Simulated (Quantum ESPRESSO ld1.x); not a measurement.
All-electron atom: Os48+ in [Ar] 3d10 (the NIST ground configuration). Method: Dirac Kohn-Sham, PBEsol, spin-unpolarised, spherical densities, point nucleus; computed with ld1.x of Quantum ESPRESSO 7.5. Some entries of the table are withheld. Estimate them.

orbital  occ.  eigenvalue (hartree)  r(max) (bohr)
1s1/2       2              -2803.96            (1)
2s1/2       2                   (2)            (3)
2p1/2       2              -543.779        0.04703
2p3/2       4              -487.214        0.05406
3s1/2       2                   (4)            (5)
3p1/2       2              -188.019         0.1654
3p3/2       4              -175.078         0.1792
3d3/2       4              -161.177            (6)
3d5/2       6              -158.321            (7)
4s1/2       0              -97.5664         0.3715
4p1/2       0              -93.9131         0.3658
4p3/2       0              -89.4281         0.3868

Answer. 
(1) 1s1/2 r(max) (bohr): 0.01102
(2) 2s1/2 eigenvalue (hartree): -563.385
(3) 2s1/2 r(max) (bohr): 0.06352
(4) 3s1/2 eigenvalue (hartree): -196.567
(5) 3s1/2 r(max) (bohr): 0.1771
(6) 3d3/2 r(max) (bohr): 0.1394
(7) 3d5/2 r(max) (bohr): 0.1432
